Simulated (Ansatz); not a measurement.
Born–Oppenheimer molecular dynamics of CH₆BF₂NO (12 atoms, charge 0, multiplicity 1). It starts from a rough guess of a transition structure, not a stationary point.

Theory: UKS PBE/6-31G in Ansatz 0.2.0.

```json
{"ensemble": "NVE (velocity Verlet)", "time step": "0.5 fs", "steps asked": "102", "starting velocities drawn for": "100 K", "seed": "755829"}
```

First frame:

```xyz
12
Properties=species:S:1:pos:R:3
B -1.087 -0.342 0.243
N 0.155 -1.202 1.223
F -1.296 -0.905 -0.939
F -2.129 0.061 0.949
H 0.690 -0.034 0.836
O 0.141 0.898 0.150
C 0.677 1.164 -1.124
H 0.487 -2.067 0.828
H -0.090 -1.310 2.195
H 1.577 1.767 -0.989
H 0.926 0.244 -1.659
H -0.051 1.726 -1.712
```

Problem. How far do the bonds stretch over the last three quarters of this one trajectory? (Pairs bonded in most of those frames.)

Solution. 
```csv
bond,mean (Å),spread (Å),shortest,longest
B1–N2,1.782,0.134,1.55,1.91
B1–F3,1.451,0.072,1.34,1.56
B1–F4,1.430,0.054,1.37,1.52
B1–O6,1.415,0.039,1.36,1.53
N2–H5,1.042,0.064,0.94,1.15
N2–H8,1.032,0.021,0.99,1.07
N2–H9,1.032,0.025,0.99,1.08
O6–C7,1.476,0.070,1.36,1.57
C7–H10,1.101,0.016,1.08,1.13
C7–H11,1.106,0.007,1.10,1.12
C7–H12,1.103,0.014,1.08,1.13
```

Mean temperature of the second half: 769 K. The conserved energy stayed within 0.36 meV per atom of its start (net change -0.19 meV per atom), so the integration is sound. The system heated up, since it started high on the potential surface and ran downhill. A run of 0.051 ps of so small a system gives no equilibrium averages. The orbitals stay closed-shell, which can raise the energy where a bond breaks towards radicals; this wasn't checked here. Limits of this set-up: no polarisation functions.

Time of the run: 19 min on 1 CPU thread of a shared host.
